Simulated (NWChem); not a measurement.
System meant: HfO$_{2}$ cation, doublet; SMILES of the neutral closed-shell parent [O]=[Hf]=[O]

Here is an NWChem input.

```
start job
memory heap 200 mb stack 900 mb global 1100 mb
charge 1
geometry units angstroms noautoz
  Hf     0.241514     0.000000     0.219933
  O      1.422593     0.000000    -1.165959
  O     -1.150167     0.000000    -0.860849
end
basis spherical
  * library def2-svp
end
ecp
  Hf library def2-ecp
end
dft
  odft
  mult 3
  xc pbe0
  iterations 150
  mulliken
end
task dft energy
```

End of the output:

```
 Summary of "ao basis" -> "" (spherical)
 ------------------------------------------------------------------------------
       Tag                 Description            Shells   Functions and Types
 ---------------- ------------------------------  ------  ---------------------
 *                          def2-svp                  on all atoms

                                 NWChem DFT Module
                                 -----------------

 Summary of "ao basis" -> "ao basis" (spherical)
 ------------------------------------------------------------------------------
       Tag                 Description            Shells   Functions and Types
 ---------------- ------------------------------  ------  ---------------------
 Hf                         def2-svp                12       32   6s3p2d1f
 O                          def2-svp                 6       14   3s2p1d

 Summary of "ao basis" -> "ao basis" (spherical)
 ------------------------------------------------------------------------------
       Tag                 Description            Shells   Functions and Types
 ---------------- ------------------------------  ------  ---------------------
 Hf                         def2-svp                12       32   6s3p2d1f
 O                          def2-svp                 6       14   3s2p1d

      Symmetry analysis of basis
      --------------------------

        a'         42
        a"         18

  number of electrons :                   27
  multiplicity        :                    3
 ------------------------------------------------------------------------
  no. of electrons and multiplicity not compatible                  27
 ------------------------------------------------------------------------
 ------------------------------------------------------------------------
  current input line :
    22: task dft energy
 ------------------------------------------------------------------------
 ------------------------------------------------------------------------
 There is an error in the input file
 ------------------------------------------------------------------------
 For more information see the NWChem manual at https://nwchemgit.github.io

0: no. of electrons and multiplicity not compatible:Received an Error in Communication
```

Problem. What is wrong, and how is it mended?

Solution. The input was rejected before any calculation. Cause: the multiplicity doesn't fit the number of electrons (an even count wants an odd multiplicity, and the reverse). This input runs:
```
start job
memory heap 200 mb stack 900 mb global 1100 mb
charge 1
geometry units angstroms noautoz
  Hf     0.241514     0.000000     0.219933
  O      1.422593     0.000000    -1.165959
  O     -1.150167     0.000000    -0.860849
end
basis spherical
  * library def2-svp
end
ecp
  Hf library def2-ecp
end
dft
  odft
  mult 2
  xc pbe0
  iterations 150
  mulliken
end
task dft energy
```
It converges to -197.85872 Ha (PBE0/def2-SVP with def2 effective core potentials on Hf, spin-unrestricted).
